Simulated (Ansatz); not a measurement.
CH5BClN can be A, `CB(N)Cl`, or B, `NCBCl`.

Gas-phase electronic energies from Ansatz, PBE0-D4/def2-TZVP geometries. CCSD(T)/CBS is the MP2 limit (def2-TZVPP, def2-QZVPP) plus CCSD(T) − MP2 in def2-TZVPP, frozen cores. This one scheme is used for every species. Functionals use def2-TZVPP. B3LYP here is the variant with VWN-RPA as its local correlation; programs differ in this. Each species was taken in one conformer, which may not be the lowest.

A:

```xyz
9

C    -0.7642    0.3377    0.8572
B     0.5027    0.0579   -0.0147
N     0.4701   -0.5762   -1.2501
Cl    2.1029    0.5735    0.5890
H    -0.6647   -0.1380    1.8373
H    -1.6901   -0.0165    0.3979
H    -0.8656    1.4099    1.0487
H     1.2946   -0.7487   -1.7990
H    -0.3857   -0.8995   -1.6663
```

B:

```xyz
9

N     0.3807   -1.0189    0.7973
C    -0.5152   -0.0843    0.1577
B     0.1115    1.1359   -0.5612
Cl    1.8291    1.2337   -0.8734
H     1.2158   -1.1677    0.2471
H    -0.0568   -1.9145    0.9598
H    -1.1595   -0.5211   -0.6371
H    -1.2409    0.3096    0.8844
H    -0.5647    2.0272   -0.9748
```

(1) Which isomer does CCSD(T)/CBS put lower? Give the gap. (Estimate.)

(2) Give E(B) − E(A) in kcal/mol with MP2/def2-TZVPP, B3LYP-D4, r2SCAN-D4, BLYP-D4, CCSD/def2-TZVPP, CCSD(T)/def2-TZVPP, B3LYP. (An estimate is asked.)

(3) Does the order hold for the free energy at 298.15 K (harmonic terms from PBE0-D4)? (An estimate is asked.)

Largest T1 diagnostic: 0.011.

## Answers

(1) Computed: A, by 52.4 kcal/mol.

(2) The calculation gave: MP2/def2-TZVPP 53.6, B3LYP-D4 52.3, r2SCAN-D4 53.2, BLYP-D4 51.6, CCSD/def2-TZVPP 52.3, CCSD(T)/def2-TZVPP 52.3, B3LYP 52.3. None reverses the order clearly.

(3) The calculation gave: Yes: G(B) − G(A) = +51.3 kcal/mol, for one conformer each.

From BLYP to BHLYP (50 % exact exchange), in def2-TZVPP and without D4, E(B) − E(A) moves by +1.2 kcal/mol. Leaving LDA and LC-ωPBE aside and taking each functional with its dispersion term where it has one, the values, not all of them listed here, spread over 2.8 kcal/mol, from revPBE-D4 to B97M-V. LDA lies +1.1 kcal/mol from PBE without D4.
